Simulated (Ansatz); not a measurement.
BrCl3Ge, SMILES `[Cl][Ge]([Cl])([Cl])[Br]`, relaxed with RKS PBE0-D4/def2-TZVP in Ansatz from a PBE-D4/def2-SVP geometry. The force threshold is 0.005 eV/Å; the program also tests the step.

Charge 0, multiplicity 1.

Start:

```xyz
5

Cl   -1.894   -0.927   -0.455
Ge   -0.003    0.002   -0.020
Cl    1.550   -1.041   -1.081
Cl   -0.057    2.047   -0.682
Br    0.404   -0.081    2.238
```

```json
{"step": "1", "energy (eV)": "-164111.2834", "largest force (eV/Å)": "0.541", "largest move (Å)": "0.000"}
{"step": "2", "energy (eV)": "-164111.3183", "largest force (eV/Å)": "0.104", "largest move (Å)": "0.032"}
{"step": "3", "energy (eV)": "-164111.3186", "largest force (eV/Å)": "0.020", "largest move (Å)": "0.003"}
{"step": "4", "energy (eV)": "-164111.3186", "largest force (eV/Å)": "0.002", "largest move (Å)": "0.001"}
```

End:

```xyz
5

Cl   -1.867   -0.913   -0.450
Ge   -0.004    0.001   -0.021
Cl    1.527   -1.025   -1.067
Cl   -0.056    2.016   -0.672
Br    0.399   -0.079    2.211
```

Run time 31 s (4 threads of an Arm Neoverse V2 on a shared host); peak host memory 0.85 GiB.
